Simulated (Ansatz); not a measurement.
Ideal-gas functions of Ge₂H₄Se, SMILES `[GeH2]1[GeH2][Se]1` at 298.15 K and 1 bar, from an Ansatz frequency run at PBE0-D4/def2-TZVP.

Molar mass 228.21 g/mol, point group C2v (symmetry number 2), electronic degeneracy 1, moments of inertia 223.916, 230.255, 440.922 u Å². Harmonic wavenumbers (cm⁻¹, unscaled): 207, 258, 343, 377, 477, 484, 529, 552, 641, 842, 848, 2160, 2161, 2171, 2181.

Use S(trans) = R[1.5 ln M + 2.5 ln T − 1.1517]; rotational temperatures θ = 24.2544 K / I; S(rot) = R[ln(√π/σ · √(T³/θAθBθC)) + 1.5]; for each mode x = 1.438777 ν̃/T, S = R[x/(eˣ − 1) − ln(1 − e⁻ˣ)] and H = RT x/(eˣ − 1); 1 cm⁻¹ = 0.0119627 kJ/mol; R = 8.31446 J/(mol·K).

Question: By hand: the entropy, in J/(mol·K).

Answer: Translation 176.6. Rotation: θ = 0.1083, 0.1053, 0.055 K, giving 113.2. Vibration, mode by mode: 8.66, 7.01, 5.01, 4.40, 3.00, 2.93, 2.47, 2.26, 1.61, 0.74, 0.72, 0.00, 0.00, 0.00, 0.00, in all 38.8. Electronic 0.0. Sum 328.6 J/(mol·K).

Question: By hand: H − E and G − E in kJ/mol, counted from the electronic energy.

Answer: Zero-point energy ½ × 14231 × 0.0119627 = 85.1; thermal vibration 7.5; translation, rotation and pV give 4 RT = 9.9. H − E = 102.5 kJ/mol, and G − E = 102.5 − 298.15 × 328.6/1000 = 4.5 kJ/mol.

Vibration gives 12 % of the entropy.
